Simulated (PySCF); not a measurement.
Compound: C7H11NS.
SMILES: `CC(C)(C)C1=CSN=C1`

Computed, not measured: PBE0-D3(BJ)/def2-SVP geometry optimisation, gas phase in PySCF.

Take the most abundant isotopes and a rigid rotor. 

(1) What are A, B and C (MHz)?

(2) Classify the top.

(3) What does the inertial defect say?

(4) Give the coordinates in the principal-axis frame, origin at the centre of mass.

(5) Predict some low-J microwave lines.

(6) Estimate the classical rotational partition function at 25 K, 50 K and 200 K.

Answers

(1) Ia = 176.14, Ib = 549.93, Ic = 615.20 u·Å²; 505379 MHz·u·Å²/I gives A = 2869, B = 919.0, C = 821.5 MHz.

(2) A near-prolate asymmetric top. Ray's parameter κ = (2B − A − C)/(A − C) = -0.905; −1 is the prolate and +1 the oblate limit.

(3) Not planar: Δ = Ic − Ia − Ib = -110.88 u·Å². For a rigid frame Δ = −2 Σ m c², so Σ m c² = 55.44 u·Å² lies off the ab plane: 17.68 from hydrogen and 37.76 from heavier atoms. The atom farthest from that plane is 2.17 Å away.

(4) The sense of each axis is arbitrary; atoms in the order of the calculation.
```
atom  mass (u)   a (Å)   b (Å)   c (Å)
  C1    12.000  -2.175  -0.674  -1.246
  C2    12.000  -1.643   0.047   0.000
  C3    12.000  -2.173  -0.647   1.262
  C4    12.000  -2.128   1.496  -0.016
  C5    12.000  -0.127  -0.016   0.000
  C6    12.000   0.631  -1.230   0.000
  N7    14.003   1.938  -1.130   0.000
  S8    31.972   2.358   0.473   0.000
  C9    12.000   0.747   1.046   0.000
 H10     1.008  -3.276  -0.644  -1.267
 H11     1.008  -1.800  -0.199  -2.166
 H12     1.008  -1.868  -1.731  -1.264
 H13     1.008  -1.799  -0.151   2.171
 H14     1.008  -1.865  -1.702   1.303
 H15     1.008  -3.274  -0.618   1.283
 H16     1.008  -3.228   1.528  -0.017
 H17     1.008  -1.780   2.047   0.872
 H18     1.008  -1.777   2.029  -0.913
 H19     1.008   0.193  -2.234   0.001
 H20     1.008   0.516   2.110   0.000
```

(5) The dipole components are |μa| = 2.48 D, |μb| = 1.45 D, |μc| = 0.00 D; the mirror of this Cs structure is the ab plane, so μc vanishes by symmetry and there are no c-type lines. Intensities carry the squares of the components, which stand as 1.00 : 0.34 (a : b). Some lines, for components of 0.1 D or more:

```
type  branch         J(Ka,Kc)    MHz  lower level (cm⁻¹)
   a       Q  4(1,3) ← 4(1,4)    974               0.631
   b       Q  1(1,0) ← 1(0,1)   2048               0.058
   b       Q  2(1,1) ← 2(0,2)   2149               0.174
   a       R  3(1,3) ← 2(1,2)   5073               0.236
   a       R  3(2,1) ← 2(2,0)   5236               0.441
   b       Q  4(2,2) ← 4(1,3)   5569               0.663
   b       Q  4(2,3) ← 4(1,4)   6491               0.631
   a       R  4(1,4) ← 3(1,3)   6760               0.405
   a       R  4(0,4) ← 3(0,3)   6927               0.348
   a       R  4(2,3) ← 3(2,2)   6959               0.615
   a       R  4(3,2) ← 3(3,1)   6969               0.948
   b       R  2(2,0) ← 1(1,1)   9530               0.123
   b       R  3(2,2) ← 2(1,1)  11072               0.246
   b       R  3(2,1) ← 2(1,2)  11382               0.236
   b       R  4(2,2) ← 3(1,3)  13304               0.405
   b       R  3(3,1) ← 2(2,0)  15215               0.441
```

(6) Point group Cs, symmetry number σ = 1; q = (√π/σ)·√((kT/h)³/(ABC)), k/h = 20836.6 MHz/K: 14300 at 25 K, 40500 at 50 K, 324000 at 200 K.

Whether it is a minimum is left open (no frequencies). Zero-point vibration and centrifugal distortion are left out. A rigid rotor knows nothing of internal rotation, which can split or shift real lines. Quadrupole hyperfine structure (14N) is left out.

Shape of the structure used: `[CH3:1][C:2]([CH3:3])([CH3:4])[c:5]1[cH:6][n:7][s:8][cH:9]1`: C1–C2–C5–C6 -59°.
